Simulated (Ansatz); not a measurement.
Consider the ligand exchange at the Sn–O bond: `[OH][SnH3]` + `N=CS` → `N=C[S][SnH3]` + H₂O.

Calculated with Ansatz (gas phase, PBE0-D4/def2-TZVP geometries, no zero-point term in ΔE). CCSD(T)/CBS is the MP2 limit (def2-TZVPP, def2-QZVPP) plus CCSD(T) − MP2 in def2-TZVPP, frozen cores. This one scheme is used for every species. DFT in def2-TZVPP. B3LYP here is the variant with VWN-RPA as its local correlation; programs differ in this. Elements past krypton have def2 core potentials. For Sn outer-core shells are correlated without core-valence functions, which leaves a few kJ/mol of doubt a bond. One conformer a species, not always the lowest.

```
             level  ΔE (kcal/mol)  difference from CCSD(T)/CBS
           PBE0-D4          -11.8                         -0.6
          B3LYP-D4          -10.0                          1.2
           ωB97X-V           -8.4                          2.8
               PBE          -10.4                          0.8
            r2SCAN          -10.0                          1.2
              PBE0          -10.8                          0.4
             B3LYP           -8.2                          3.0
     HF/def2-TZVPP           -7.2                          4.0
    MP2/def2-TZVPP          -11.1                          0.1
   CCSD/def2-TZVPP           -9.5                          1.7
CCSD(T)/def2-TZVPP          -10.1                          1.1
    MP2/def2-QZVPP          -11.7                         -0.5
SCS-MP2/def2-QZVPP           -9.8                          1.4
      HF/CBS(def2)           -7.0                          4.2
     MP2/CBS(def2)          -12.2                         -1.0
    CCSD/CBS(def2)          -10.6                          0.6
       CCSD(T)/CBS          -11.2                            0
```

Largest T1 diagnostic among the species: 0.015.

In def2-TZVPP, CCSD(T) changes the Hartree–Fock value by −2.9 kcal/mol (the triples alone add −0.6 kcal/mol) and MP2 by −3.9 kcal/mol. The D4 term adds −1.8 kcal/mol with B3LYP and −1.0 kcal/mol with PBE0; it sums over pairs of atoms, weighted by their polarisabilities, and B3LYP, whose exchange is more repulsive, gets the larger term.
